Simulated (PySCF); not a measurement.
Configurations of PrS

Unrestricted PBE0; PySCF, spin-free X2C with a Gaussian nucleus, basis sets Pr x2c-TZVPall, S x2c-TZVPall. The search starts from ions with several 4f fillings and holds each by maximum overlap.

The lowest solution has 2Ms+1 = 4, about 2.3 4f electrons, near 2.34 Å.

The lowest solution of each spin and filling, followed along the bond (rough minima from three points):

```json
{"2Ms+1": "4", "4f population": "2.30", "⟨S²⟩ at the start": "3.76", "R at minimum (Å)": "2.34", "Te (eV)": "0.00"}
{"2Ms+1": "2", "4f population": "2.18", "⟨S²⟩ at the start": "1.76", "R at minimum (Å)": "2.31", "Te (eV)": "0.13"}
{"2Ms+1": "4", "4f population": "2.83", "⟨S²⟩ at the start": "3.76", "R at minimum (Å)": "2.42", "Te (eV)": "0.33"}
{"2Ms+1": "2", "4f population": "2.59", "⟨S²⟩ at the start": "1.75", "R at minimum (Å)": "2.40", "Te (eV)": "1.02"}
```

Solutions at the starting distance of 2.351 Å, counted from the lowest; the search is not exhaustive:

```json
{"2Ms+1": "4", "4f population": "2.30", "E (eV)": "0.00", "⟨S²⟩": "3.76", "⟨Lz²⟩": "9.8", "μ (D)": "-6.59"}
{"2Ms+1": "4", "4f population": "2.19", "E (eV)": "0.06", "⟨S²⟩": "3.77", "⟨Lz²⟩": "10.0", "μ (D)": "-5.89"}
{"2Ms+1": "2", "4f population": "2.18", "E (eV)": "0.15", "⟨S²⟩": "1.76", "⟨Lz²⟩": "9.1", "μ (D)": "-5.72"}
{"2Ms+1": "2", "4f population": "2.19", "E (eV)": "0.17", "⟨S²⟩": "1.76", "⟨Lz²⟩": "10.0", "μ (D)": "-5.72"}
{"2Ms+1": "4", "4f population": "2.83", "E (eV)": "0.38", "⟨S²⟩": "3.76", "⟨Lz²⟩": "9.0", "μ (D)": "-8.29"}
{"2Ms+1": "2", "4f population": "2.18", "E (eV)": "0.81", "⟨S²⟩": "1.75", "⟨Lz²⟩": "10.9", "μ (D)": "-8.36"}
{"2Ms+1": "2", "4f population": "2.59", "E (eV)": "1.04", "⟨S²⟩": "1.75", "⟨Lz²⟩": "11.5", "μ (D)": "-7.18"}
{"2Ms+1": "6", "4f population": "2.95", "E (eV)": "2.31", "⟨S²⟩": "8.76", "⟨Lz²⟩": "11.5", "μ (D)": "-2.99"}
{"2Ms+1": "6", "4f population": "2.96", "E (eV)": "2.34", "⟨S²⟩": "8.76", "⟨Lz²⟩": "9.0", "μ (D)": "-3.00"}
{"2Ms+1": "6", "4f population": "2.98", "E (eV)": "2.34", "⟨S²⟩": "8.76", "⟨Lz²⟩": "11.3", "μ (D)": "-2.94"}
{"2Ms+1": "6", "4f population": "2.88", "E (eV)": "2.73", "⟨S²⟩": "8.76", "⟨Lz²⟩": "13.9", "μ (D)": "-2.76"}
{"2Ms+1": "6", "4f population": "2.36", "E (eV)": "2.90", "⟨S²⟩": "8.76", "⟨Lz²⟩": "13.8", "μ (D)": "-3.53"}
```

Partly filled real f orbitals mix terms, so no term symbols are given. A population far from a whole number shows f orbitals mixing with d and ligand orbitals, not a clean configuration. A positive dipole means Pr(−)S(+).

Spin–orbit coupling is left out. Counting both spins, an empty level lies below a filled one in some of these solutions, because spin and occupation are held. The state is the lowest single determinant that the PBE0 search found; with open d or f shells the true ground state can be another one.
